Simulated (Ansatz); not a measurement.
Geometry optimisation, RKS r2SCANh/def2-mTZVP in Ansatz.

input.yaml

```yaml
crystal:
  periodic: [false, false, false]
  atoms:
    - { symbol: Ge, position_ang: [0.0, 0.0, 0.0] }
    - { symbol: F, position_ang: [0.0, 0.0, 1.68] }
    - { symbol: H, position_ang: [1.4616, 0.0, -0.5162] }
    - { symbol: H, position_ang: [-0.73, 1.2648, -0.5162] }
    - { symbol: F, position_ang: [-0.7913, -1.3709, -0.5594] }
basis:
  gaussian: { orbitals: def2-mTZVP }
hamiltonian:
  xc: r2scanh
relax:
  f_tol: 0.02
  max_steps: 40
output:
  orbitals: {}
```

Command:

```bash
$ ansatz run input.yaml --threads 1 --pin off --max-ram 2048MiB --backend cpu --events-out ev --progress --plain --runs-dir out
```

**Question.** Where does it end, and by what steps?

**Answer.** The forces met the threshold. After 3 steps the energy has fallen by 0.126 eV; Ge1 moved furthest, 0.08 Å.

| step | energy less start (eV) | largest force component (eV/Å) | accepted |
| --- | --- | --- | --- |
| 0 | 0.0000 | 2.075 | yes |
| 1 | -0.1022 | 0.799 | yes |
| 2 | -0.1254 | 0.036 | yes |
| 3 | -0.1258 | 0.008 | yes |

```xyz
5
Properties=species:S:1:pos:R:3
Ge 0.034 0.058 -0.047
F 0.000 -0.001 1.676
H 1.486 -0.055 -0.491
H -0.790 1.260 -0.492
F -0.790 -1.368 -0.558
```

Whether the end is a true minimum wasn't checked by a vibrational analysis.

Time of the run: 18 s on 1 thread of Arm Neoverse V2 (shared host), peak memory 0.16 GiB.
